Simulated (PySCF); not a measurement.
H₈Si₃, SMILES [SiH3][SiH2][SiH3] (connectivity only; charge and spin as stated), charge -1, multiplicity 2. Atoms are numbered in the order given.

```xyz
11

Si     2.3655     0.0000     0.2378
Si     0.0000     0.0000    -0.5174
Si    -2.3655     0.0000     0.2378
H      3.6836     0.0000    -0.5519
H      2.5448    -1.1873     1.1541
H      2.5448     1.1873     1.1541
H      0.0000     1.1831    -1.4636
H      0.0000    -1.1831    -1.4636
H     -2.5448    -1.1873     1.1541
H     -2.5448     1.1873     1.1541
H     -3.6836     0.0000    -0.5519
```
Charge -1, spin multiplicity 2.

The structure is a stationary point at B3LYP-D3(BJ)/def2-SVPD. The spin state was assumed, not searched.

The numbers are results of M06-2X/def2-SVPD in PySCF, not measurements.

Mulliken values depend strongly on the basis, most of all with diffuse functions as here. ESP charges are fitted to the potential on shells at 1.4 to 2.0 van der Waals radii. Atomic charges (e):

| atom | ESP fit | Mulliken | Mulliken spin |
|---|---|---|---|
| Si1 | [?] | -0.84 | 0.29 |
| Si2 | [?] | -0.67 | 0.41 |
| Si3 | [?] | -0.84 | 0.29 |
| H4 | [?] | 0.15 | 0.05 |
| H5 | [?] | 0.17 | -0.01 |
| H6 | [?] | 0.17 | -0.01 |
| H7 | [?] | 0.19 | -0.03 |
| H8 | [?] | 0.19 | -0.03 |
| H9 | [?] | 0.17 | -0.01 |
| H10 | [?] | 0.17 | -0.01 |
| H11 | [?] | 0.15 | 0.05 |

### Question
Fill in the missing entries. (An estimate is asked for; the answer gives what the named calculation found.)

### Answer

- Si1, ESP fit: -0.07
- Si2, ESP fit: 0.11
- Si3, ESP fit: -0.07
- H4, ESP fit: -0.14
- H5, ESP fit: -0.11
- H6, ESP fit: -0.11
- H7, ESP fit: -0.13
- H8, ESP fit: -0.13
- H9, ESP fit: -0.11
- H10, ESP fit: -0.11
- H11, ESP fit: -0.14
